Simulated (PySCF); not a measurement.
Al(Me)(OH)2 cation (CH₅AlO₂), SMILES [OH][Al]([CH3])[OH] (connectivity only; charge and spin as stated), charge +1, multiplicity 2. Atoms are numbered in the order given.

```xyz
9

Al     0.2601    -0.1113     0.0000
C     -1.7691     0.6660     0.0000
H     -1.9748     0.1399     0.9468
H     -1.9748     0.1399    -0.9468
H     -1.8406     1.7573     0.0000
O      0.1471    -1.7485     0.0000
H      0.6770    -2.5520     0.0000
O      1.2165     1.2243     0.0000
H      1.4374     2.1593     0.0000
```
Charge +1, spin multiplicity 2.

The structure is a stationary point at B3LYP-D3(BJ)/def2-SVP. The multiplicity is an assumed one; other spin states were not compared. The isomer is the one that the SMILES or the coordinates give; other isomers of the formula were not compared. One conformer was computed; it need not be the lowest.

These are M06-2X/def2-TZVP (PySCF) values and carry that method's errors.

Atomic charges (e):

```tsv
atom	Löwdin	meta-Löwdin	Mulliken	Mulliken spin
Al1	0.13	1.37	0.84	0.17
C2	-0.03	-0.30	-0.33	0.79
H3	0.18	0.20	0.24	-0.01
H4	0.18	0.20	0.24	-0.01
H5	0.16	0.20	0.23	-0.02
O6	-0.05	-0.75	-0.50	0.00
H7	0.22	0.40	0.39	0.00
O8	-0.02	-0.73	-0.48	0.08
H9	0.22	0.41	0.39	0.00
```
